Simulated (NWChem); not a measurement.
## Ionisation of boron oxyfluoride (BFO)

SMILES: O=BF
```xyz
3

F      0.0000     0.0000    -1.1962
B      0.0000     0.0000     0.0865
O      0.0000     0.0000     1.2917
```
Charge 0, spin multiplicity 1.

Everything below was run with NWChem. The geometry was optimised at PBE0/def2-SVP, a minimum by its harmonic frequencies.

Basis set: def2-TZVPD. −ε marks an orbital energy of the parent.

B3LYP has NWChem's definition, with VWN1-RPA local correlation.

Q: For the first vertical ionisation energy, −ε(HOMO) of HF gives 14.31 eV and −ε(HOMO) of B3LYP gives 10.07 eV. What do −ε(HOMO) of BHandHLYP, −ε(HOMO) of BLYP, −ε(HOMO) of PBE give?

A: −ε(HOMO) of BHandHLYP: 11.87 eV; −ε(HOMO) of BLYP: 8.61 eV; −ε(HOMO) of PBE: 8.71 eV.
